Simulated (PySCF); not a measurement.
## Electron correlation in Er (erbium, neutral)

[Xe] 4f12 6s1 6p1, one real determinant (an excited configuration). Computed with PySCF 2.14 in ANO-RCC-VTZP (8s7p5d3f2g1h, 104 functions), with scalar relativity by spin-free X2C-1e. Frozen: [Ar] 3d10; 40 electrons correlated.

MP2 pair energies summed by pair of shells (mhartree):

| pair | energy | share (%) |
| --- | --- | --- |
| 4f-4f | -573.06 | 31.9 |
| 4d-4f | -326.21 | 18.2 |
| 4f-5p | -297.99 | 16.6 |
| 5p-5p | -127.60 | 7.1 |
| 4d-4d | -82.40 | 4.6 |
| 4p-4f | -72.88 | 4.1 |
| 4f-5s | -67.19 | 3.7 |
| 4d-5p | -52.84 | 2.9 |
| 4p-4d | -46.01 | 2.6 |
| 5s-5p | -33.03 | 1.8 |
| 4d-5s | -20.54 | 1.1 |
| 4s-4f | -14.93 | 0.8 |
| 5p-6s | -13.00 | 0.7 |
| 4p-4p | -11.02 | 0.6 |
| 4s-4d | -9.97 | 0.6 |
| 4f-6s | -8.98 | 0.5 |
| 4p-5p | -6.78 | 0.4 |
| 5s-5s | -6.40 | 0.4 |
| 4s-4p | -5.28 | 0.3 |
| 5p-6p | -4.78 | 0.3 |
| 4p-5s | -3.56 | 0.2 |
| 4f-6p | -3.52 | 0.2 |
| 6s-6p | -1.23 | 0.1 |
| 4s-4s | -0.98 | 0.1 |
| 4d-6s | -0.91 | 0.1 |
| 4s-5p | -0.82 | 0.0 |
| 5s-6s | -0.73 | 0.0 |
| 4d-6p | -0.44 | 0.0 |
| 4s-5s | -0.31 | 0.0 |
| 5s-6p | -0.30 | 0.0 |

Total MP2 correlation energy: -1793.9 mhartree.

Same-spin part -686.35 and opposite-spin part -1107.6 mhartree; SCS-MP2 scales them by 1/3 and 6/5 to -1557.9 mhartree.

The basis was made for the ground configuration and has no added diffuse functions, which can raise the energy of the promoted electron.

The reference is one real determinant that mixes LS terms of this configuration.
